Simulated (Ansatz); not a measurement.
Input for Ansatz (an electronic-structure program):
Ansatz 0.2 input:
```yaml
crystal:
  periodic: [false, false, false]
  atoms:
    - {symbol: Ge, position_ang: [0.01662620, 0.00626078, 1.00353305]}
    - {symbol: Br, position_ang: [1.08727208, -1.65040649, -0.46661885]}
    - {symbol: Br, position_ang: [-1.10247318, 1.64468236, -0.45089707]}
basis:
  gaussian:
    orbitals: pcseg-1.json
hamiltonian:
  xc: blyp
total_charge: -1
magnetization: {spin_polarized: true, initial_magnetization: 1}
```
The basis file holds pcseg-1 in the JSON format of the Basis Set Exchange.

### Question
What does this run give for the number of basis functions, <S^2>, total energy?

### Answer

```
Property                           Value
-------------------------  -------------
number of basis functions             81
<S^2>                              0.752
total energy               -7224.7796 Eh
```

A gas-phase anion may not be bound at this level; its values then depend on the basis.
